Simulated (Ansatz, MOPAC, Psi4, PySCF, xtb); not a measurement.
Dimer: CH4O (SMILES CO) (first 6 atoms) with CH4S (SMILES CS); geometry from B3LYP-D3(BJ)/def2-TZVP, rigid monomers moved along the line of their centres of mass till O2···H12 is 3.18 Å.
(charge 0, multiplicity 1):
```xyz
12

C     -0.290    -0.545     0.090
O     -0.200     0.768     0.635
H     -1.268    -0.730    -0.365
H     -0.151    -1.235     0.921
H      0.492    -0.733    -0.652
H     -0.278     1.410    -0.077
C     -1.165    -0.051     4.837
S      0.617    -0.410     4.700
H     -1.682    -0.303     3.914
H     -1.549    -0.672     5.644
H     -1.336     0.995     5.081
H      0.830     0.345     3.610
```

```csv
level,interaction energy (kJ/mol),cost
PM3,-3.2,-
PM7,-8.1,-
GFN1-xTB,-5.0,-
GFN2-xTB,-8.1,-
HF/6-31G*,-4.5,-
HF/6-31G* (no counterpoise),-5.7,-
PBE-D3(BJ)/def2-TZVPPD,-7.8,×1
PBE-D4/def2-TZVPPD,-7.8,×1
r2SCAN/def2-TZVPPD,-5.6,×2
r2SCAN-D3(BJ)/def2-TZVPPD,-7.0,×2
r2SCAN-D4/def2-TZVPPD,-6.9,×2
B3LYP/3-21G (no counterpoise),-7.6,-
B3LYP/6-311+G** (no counterpoise),-5.4,-
B3LYP-D4/def2-TZVPPD,-6.9,×1
PBE0/def2-TZVPPD,-5.2,×1
PBE0-D3(BJ)/def2-TZVPPD,-7.7,×1
wB97M-V/def2-TZVPPD,-6.9,×4
SCS-MP2/aug-cc-pV(D+d)Z,-6.3,-
CCSD(T)/aug-cc-pV(D+d)Z,-6.8,×10
SAPT0/jun-cc-pV(D+d)Z,-7.1,-
```

The rows run from -8.1 (PM7) to -3.2 kJ/mol (PM3). The dispersion term adds -1.4 in r2SCAN-D3(BJ), -1.3 in r2SCAN-D4, -2.4 in PBE0-D3(BJ). The 3 functionals in def2-TZVPPD without D3 or D4 span 1.7, from wB97M-V to PBE0.

Monomers are frozen at their geometry in the pair; levels with a basis set take the counterpoise correction. Rows marked so take none.

Cores are frozen in the correlated methods. Rows in 3-21G, 6-311+G**, 6-31G* carry no dispersion term and start afresh at each structure (6-31G* with six Cartesian d functions). The state reached by PM3, PM7 isn't checked; PM7 holds dispersion and hydrogen-bond terms.

Codes used: Ansatz (Gaussian basis) for Hartree–Fock, density functionals and correlated methods; MOPAC for PM3, PM7 (differences of heats of formation); Psi4 for SAPT; PySCF for 3-21G rows, 6-311+G** rows, 6-31G* rows, the dispersion terms; xtb for the GFN methods. Each number belongs to the level named beside it.

Costs are rough ratios of core time to PBE/def2-TZVPPD (about 7 s over the structures, on one shared machine); a dash marks a level with no comparable run of its own.

Ansatz is a first-principles code.
